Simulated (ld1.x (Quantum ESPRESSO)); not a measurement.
**What one change does to a pseudopotential (Kr (Z = 36), RRKJ)**

ld1.x (Quantum ESPRESSO) 7.5 input, shortened:

```
&input
   title='Kr', zed=36., rel=1, dft='REVPBE', iswitch=3,
   config='[Ar] 3d10 4s2 4p6'
 /
 &inputp
   pseudotype=2, tm=.false., rho0=0.02, lloc=0,
   nlcc=.false.
 /
3
4P  2  1   6.00   0.00  1.10  1.10  0.0
3D  3  2  10.00   0.00  1.05  1.05  0.0
4S  1  0   2.00   0.00  1.35  1.35  0.0
 &test
   configts(1)='3d10 4s2 4p6'
 /
```

All-electron outer shells of the reference configuration (revPBE, scalar-relativistic, ld1.x):

```tsv
shell	level (eV)	outermost node (bohr)	outermost maximum (bohr)
3s	-264.02	0.22	0.47
3p	-195.17	0.20	0.46
3d	-81.33	–	0.41
4s	-22.99	0.64	1.34
4p	-9.21	0.67	1.55
```

Change: functional PBE.

Cutoffs: the cutoffs (Ry, on a coarse ladder) from which the occupation-weighted sum of valence levels, in a spherical-Bessel basis at the reference potential, stays within 10 and 1 mRy of its value at 400 Ry; they do not see the model core or the augmentation charge, which bear on the density cutoff. Errors are all-electron minus pseudo energies relative to the spin-unpolarised reference configuration.

What does the change do?

Both files keep a bound ghost (p); the errors of the 7 common tests hardly move.

```csv
quantity,base,changed
"cutoff, loose",230 Ry,230 Ry
"cutoff, tight",over 300 Ry,over 300 Ry
bound ghosts,p,p
"error for 3d10 4s2 4p5, meV [ΔE 14.25 → 14.29 eV]",-13,-13
"error for 3d10 4s2 4p4, meV [ΔE 39.39 → 39.46 eV]",-52,-51
"error for 3d10 4s2 4p3, meV [ΔE 76.43 → 76.54 eV]",-107,-104
"error for 3d10 4s1 4p6, meV [ΔE 28.74 → 28.80 eV]",-29,-29
"error for 3d9 4s2 4p6, meV [ΔE 93.79 → 93.87 eV]",-1277,-1290
"error for 3d10 4s2 4p5.5, meV [ΔE 5.84 → 5.86 eV]",-3.6,-3.7
"error for 3d10 4s2 4p2, meV [ΔE 126.18 → 126.35 eV]",-153,-140
s: phases at 1.51 bohr within 0.05 rad from the reference energy up to (Ry; the scan ends near 5),to the end of the scan,to the end of the scan
p: phases at 1.51 bohr within 0.05 rad from the reference energy up to (Ry; the scan ends near 5),to the end of the scan,to the end of the scan
d: phases at 1.51 bohr within 0.05 rad from the reference energy up to (Ry; the scan ends near 5),-1.4,-1.4
```

 A true bound ghost makes a file unfit for plane-wave use even where its test errors are small: the radial tests pick states by their node count and pass the ghost by.
